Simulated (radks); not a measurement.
Task: In+, configuration [Kr] 4d10 5p2 (not the ground configuration). Method: Dirac Kohn-Sham, PBE, spin-unpolarised, spherical densities, finite nucleus; open shells fill j = l - 1/2 first; Fermi nuclear charge, rms radius 4.6156 fm; computed with a radial shooting solver on a logarithmic mesh with Libxc functionals. Some entries of the table are withheld. Estimate them.

orbital  occ.  eigenvalue (eV)  <1/r> (bohr^-1)
1s1/2       2        -27745.54            51.86
2s1/2       2        -4161.898            12.00
2p1/2       2        -3881.947            11.98
2p3/2       4        -3671.071            11.19
3s1/2       2        -798.1606            4.227
3p1/2       2        -685.1730              (1)
3p3/2       4        -647.0835              (2)
3d3/2       4              (3)            3.785
3d5/2       6              (4)            3.735
4s1/2       2              (5)            1.642
4p1/2       2              (6)              (7)
4p3/2       4              (8)              (9)
4d3/2       4         -29.3309            1.156
4d5/2       6         -28.4596            1.140
5p1/2       2         -10.1105           0.4238
5p3/2       0          -9.6350           0.4078

Result: 
(1) 3p1/2 <1/r> (bohr^-1): 4.135
(2) 3p3/2 <1/r> (bohr^-1): 3.942
(3) 3d3/2 eigenvalue (eV): -447.2503
(4) 3d5/2 eigenvalue (eV): -439.4471
(5) 4s1/2 eigenvalue (eV): -129.9115
(6) 4p1/2 eigenvalue (eV): -93.0197
(7) 4p1/2 <1/r> (bohr^-1): 1.523
(8) 4p3/2 eigenvalue (eV): -86.3715
(9) 4p3/2 <1/r> (bohr^-1): 1.461
